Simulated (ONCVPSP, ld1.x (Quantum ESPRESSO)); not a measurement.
# Pseudopotentials across the periodic table

Generated with ld1.x 7.5 (TM, RRKJ, ultrasoft, PAW), atompaw 4.2 or ONCVPSP 4.0.1. The cutoff is in Ry: for ld1.x and atompaw files where the sum of valence levels is converged to 10 mRy in a Bessel basis, for ONCV files where the hardest occupied wave has 1 mHa per electron of residual kinetic energy. The error is the largest all-electron minus pseudo excitation energy over each file’s own four to seven test configurations (ionisations up to +4, promotions, holes and added fractions of an electron), all of which were solved. The labels leave out finer settings (local radius, basis sizes, second energies), which also bear on the numbers. Spin-polarised tests are not counted. The rows are a selection from randomly drawn settings: files with unsolved tests, undetermined cutoffs or missed reference levels are left out.

| element | potential | cutoff (Ry) | largest error (meV) | bound ghosts |
| --- | --- | --- | --- | --- |
| Al | TM semilocal, PBE, scalar-relativistic, rc 1.40/2.55 (sp), local p, core correction yes, reference 3s1.75 3p1.25 | 35 | +18 | none |
| Cl | ultrasoft, LDA (PZ), scalar-relativistic, rc 1.15/1.25 (sp), local smoothed, core correction yes, reference 3s2 3p5 | 30 | +77 | none |
| Ar | ONCV, PBE, scalar-relativistic, rc 1.30/1.20/1.00 (spd), local smoothed, core correction yes, reference 3s2 3p6, qcut 6/6.6/9, projectors 1/2/3 | 34 | +69 | none |
| Sc | ONCV, PBE, scalar-relativistic, rc 1.60/1.40/2.10 (spd), local smoothed, core correction no, reference 3s2 3p6 3d1 4s1, qcut 6/11.7/6.9, projectors 2/2/2 | 54 | +153 | none |
| Rb | ONCV, PBE, scalar-relativistic, rc 2.65/2.95/2.35 (spd), local smoothed, core correction yes, reference 4s2 4p6 5s0.5 5p0.5, qcut 3.5/5.3/4.8, projectors 3/2/3 | 14 | -270 | none |
| Rh | ONCV, PBE, scalar-relativistic, rc 1.75/1.25/1.25 (spd), local d, core correction yes, reference 4s2 4p6 4d8 5s1, qcut 6/7.3/11.6, projectors 2/1/0 | 60 | -433 | none |
| Pt | ONCV, LDA (Perdew-Zunger), fully relativistic, rc 1.35/1.75/2.30 (spd), local smoothed, core correction yes, reference 5s2 5p6 5d9 6s1, qcut 7.7/6.5/5.5, projectors 2/1/3 | 50 | -269 | none |

(1) Fill in the row for C: ultrasoft, Wu–Cohen, scalar-relativistic, rc 1.00/2.40/2.30 (spd), local smoothed, core correction yes, reference 2s2 2p2.

Results:

(1) cutoff 30 Ry, largest error -1037 meV, bound ghosts: none.
